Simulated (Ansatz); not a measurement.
Ansatz (a program for electronic structure) input (BLYP/def2-TZVPD):

Ansatz 0.2 input:
```yaml
crystal:
  periodic: [false, false, false]
  atoms:
    - {symbol: Si, position_ang: [-0.60307935, -0.32319345, -0.85065925]}
    - {symbol: N, position_ang: [0.49551114, 0.59934431, 0.13521028]}
    - {symbol: C, position_ang: [0.80910831, 0.26303722, 1.48347795]}
    - {symbol: H, position_ang: [1.08137138, 1.15568481, 2.05582122]}
    - {symbol: H, position_ang: [0.03568199, -0.30053864, 2.02338525]}
    - {symbol: H, position_ang: [1.71213204, -0.37031874, 1.47288542]}
    - {symbol: H, position_ang: [0.21343260, -1.09128417, -1.82397017]}
    - {symbol: H, position_ang: [-1.46651603, 0.62777381, -1.58633301]}
    - {symbol: H, position_ang: [-1.45621879, -1.27024225, -0.07989873]}
basis:
  gaussian:
    orbitals: def2-TZVPD
hamiltonian:
  xc: {name: BLYP}
magnetization: {spin_polarized: true, initial_magnetization: 1}
output: {forces: true}
```

Output:

```
Functional definition: BLYP
integrals: 0.07 GiB planned
934 factors; their error is unknown
mean field: 0.77 GiB planned
mean field evaluation 1: about -10490.6789 eV, gradient 4.7e1 eV
mean field evaluation 2: about -10425.6758 eV, gradient 1.1e2 eV
mean field evaluation 4: about -10499.9969 eV, gradient 1.4e1 eV
mean field evaluation 8: about -10500.8232 eV, gradient 2.6e-1 eV
mean field evaluation 16: about -10500.7978 eV, gradient 4.2e-4 eV
mean field -10500.79782879 eV, -385.8972025118 hartree, gradient 6.4e-6 eV, S^2 0.753164; 3 other end points of the search recorded, 0 dependent functions left out
the calculation of the forces begins
reference -10500.79819920 eV, -385.8972161241 hartree; 17, 16 occupied and 154, 155 virtual orbitals, 934 factors
Total energy: -10500.79819920 eV, -385.8972161241 hartree
Atom 0 at    -0.603079    -0.323193    -0.850659 Å, force    -0.090975    -0.040098    -0.011927 eV/Å
Atom 1 at     0.495511     0.599344     0.135210 Å, force     0.099929     0.191603    -0.148815 eV/Å
Atom 2 at     0.809108     0.263037     1.483478 Å, force    -0.079307     0.047038     0.001388 eV/Å
Atom 3 at     1.081371     1.155685     2.055821 Å, force     0.095957     0.188454     0.141531 eV/Å
Atom 4 at     0.035682    -0.300539     2.023385 Å, force    -0.146022    -0.144029     0.146930 eV/Å
Atom 5 at     1.712132    -0.370319     1.472885 Å, force     0.226695    -0.140707     0.041563 eV/Å
Atom 6 at     0.213433    -1.091284    -1.823970 Å, force     0.086873    -0.082039    -0.130283 eV/Å
Atom 7 at    -1.466516     0.627774    -1.586333 Å, force    -0.086385     0.098134    -0.100396 eV/Å
Atom 8 at    -1.456219    -1.270242    -0.079899 Å, force    -0.106766    -0.118357     0.060008 eV/Å
Dipole moment:     0.002475    -0.167526     0.224989 e Å
```

It need not be the lowest isomer of its formula.
